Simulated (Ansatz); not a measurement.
Reactions of `COCN[SiH3]`.

Program: Ansatz. Geometries: PBE0-D4/def2-TZVP. ΔE: electronic, gas phase. CBS: MP2 limit from def2 TZ/QZ plus the TZ coupled-cluster correction, frozen cores. This one scheme is used for every species. DFT in def2-TZVPP. def2 core potentials past Kr. For Ga, I outer-core shells are correlated without core-valence functions, which leaves a few kJ/mol of doubt a bond. Scalar relativity is left out up to krypton. Each species was taken in one conformer, which may not be the lowest.

| reaction | ωB97X-V (kJ/mol) | MP2/CBS(def2) (kJ/mol) | B2PLYP (kJ/mol) | PBE0-D4 (kJ/mol) |
| --- | --- | --- | --- | --- |
| `COCN[SiH3]` + `FCN[SiH3]` → `FCN[SiH2][SiH3]` + `COCN` | 44 | 56 | 49 | 32 |
| `COCN[SiH3]` → `COCN` + `[SiH2]` | 290 | 303 | 276 | 287 |
| `COCN[SiH3]` → `C[Si](C)(N)O` | -328 | -364 | -338 | -335 |
| `COCN[SiH3]` + HI → `COCI` + `N[SiH3]` | -5 | -24 | -17 | -13 |
| `COCN[SiH3]` → `OCCN[SiH3]` | -20 | -28 | -20 | -23 |
| `COCN[SiH3]` + `[CH3][AlH][BH]O` → `[CH3][Al]([SiH3])[BH]O` + `COCN` | 33 | 43 | 35 | 17 |
| `COCN[SiH3]` + `[OH][GaH2]` → `[SiH3][O][GaH2]` + `COCN` | -56 | -55 | -60 | -53 |
| `COCN[SiH3]` → `CC(O)N[SiH3]` | -54 | -65 | -55 | -57 |
| `COCN[SiH3]` → `CO[SiH](C)N` | -229 | -250 | -237 | -230 |
| `COCN[SiH3]` + H₂S → `COCS` + `N[SiH3]` | -2 | -9 | -6 | -6 |

(1) Give the CCSD(T)/CBS values in the same order. (An estimate is asked.)

Largest T1 diagnostic: 0.015, for `[OH][GaH2]`.

Results:

(1) Computed: 47, 280, -348, -17, -25, 33, -56, -61, -241, -5 kJ/mol.
